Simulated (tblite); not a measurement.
Compound: C4H4F3O (doublet state).
Atom-mapped SMILES: `[CH2:1]/[CH:2]=[CH:3]\[O:4][C:5]([F:6])([F:7])[F:8]` (hydrogens: H9, H10 on C1; H11 on C2; H12 on C3)

The geometry is computed with GFN2-xTB (gas phase). This method treats the open shell by occupation alone, without spin polarisation.

List the bond lengths, angles and torsions at this level.

```csv
bond,length (Å),order
C1–C2,1.368,single
C2=C3,1.376,double
C3–O4,1.398,single
O4–C5,1.318,single
C5–F6,1.326,single
"C5–F7, C5–F8",1.346,single
C1–H9,1.074,single
C1–H10,1.074,single
C2–H11,1.081,single
C3–H12,1.077,single
```

Bonds in one row agree within 0.01 Å and their mean is given. Orders are formal, as drawn. A selection of angles:
```csv
angle,degrees
C2–C1–H9,120.7
C2–C1–H10,121.1
H9–C1–H10,118.2
C1–C2–C3,125.2
C1–C2–H11,119.6
C3–C2–H11,115.1
C2–C3–O4,119.8
C2–C3–H12,123.8
O4–C3–H12,116.4
C3–O4–C5,116.2
O4–C5–F6,109.7
O4–C5–F7,113.6
F6–C5–F7,107.2
F7–C5–F8,105.1
```

Dihedral angles: C1–C2–C3–O4 0° (synperiplanar); C2–C3–O4–C5 180° (antiperiplanar); C3–O4–C5–F6 180° (antiperiplanar).

C1 (carbon bonded to C and 2 H) is planar (angles 121.1°, 120.7° and 118.2°, sum 360.0°, 0.00 Å off the plane of its three neighbours). C3 (carbon bonded to C, O and H) is planar (angles 123.8°, 119.8° and 116.4°, sum 360.0°, 0.00 Å off the plane of its three neighbours). Of the pairs four or more bonds apart, O4···H9 is among the closest relative to their van der Waals radii: 2.58 Å, 95 % of the sum of Bondi's values. The C–O distances run from 1.318 Å (O4–C5, drawn single) to 1.398 Å (C3–O4, drawn single), a spread of 0.080 Å. C2 (carbon bonded to 2 C and H) is planar (angles 125.2°, 119.6° and 115.1°, sum 360.0°, 0.00 Å off the plane of its three neighbours).

Point group: Cs (tolerance 0.08 Å). Its GFN2-xTB frequencies are all real (lowest 32 cm⁻¹). Torsions: H–C1–C2–C3 0° and 180°, C2–C3–O4–C5 180°.

Time: 0.5 s of wall time. Hardware: one thread of an Arm Neoverse V1, no GPU, shared host. This is the geometry optimisation.

One conformer stands for the species.
